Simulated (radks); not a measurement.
Results of a calculation; reference values are marked as such.
Question: Ionisation of the germanium ion Ge+, [Ar] 3d10 4s2 4p1, to [Ar] 3d10 4s2 as the strength of local exchange is varied. Level of theory: Dirac Kohn-Sham, Slater X-alpha exchange (alpha = 2/3 is LDA exchange), no correlation, spin-unpolarised, spherical densities, finite nucleus; open shells fill j = l - 1/2 first; Fermi nuclear charge, rms radius 4.0742 fm (a radial shooting solver on a logarithmic mesh with Libxc functionals).

| alpha | E(Ge+) (hartree) | exchange (hartree) | IE (eV) | -e of the level emptied (eV) | <r> of it (bohr) |
|---|---|---|---|---|---|
| 0.649 | -2090.95026 | -71.48396 | 14.556 | 10.322 (4p1/2) | 2.572 |
| 0.65 | -2091.06041 | -71.59788 | 14.565 | 10.331 (4p1/2) | 2.571 |
| 0.667 | -2092.93381 | -73.53631 | 14.722 | 10.476 (4p1/2) | 2.558 |
| 0.778 | -2105.20724 | -86.27501 | 15.770 | 11.450 (4p1/2) | 2.479 |
| 0.95 | -2124.36653 | -106.29418 | 17.464 | 13.039 (4p1/2) | 2.368 |
| 0.983 | -2128.06200 | -110.17387 | 17.799 | 13.355 (4p1/2) | 2.348 |
| 0.984 | -2128.17408 | -110.29163 | 17.809 | 13.365 (4p1/2) | 2.348 |
| ? | -2125.70961 | -107.70353 | 17.586 | 13.154 (4p1/2) | 2.361 |

Which alpha was used in the last row?

Answer: alpha = 0.962. NIST Atomic Spectra Database: 15.935 eV (measured). The Delta-SCF value meets it near alpha = 0.79. Spin polarisation and multiplet splitting are left out, so open shells lie too high by an amount that depends on their filling.

Beside tabulated values, note that spin-unpolarised runs miss the spin-polarisation part of the exchange energy of open shells.
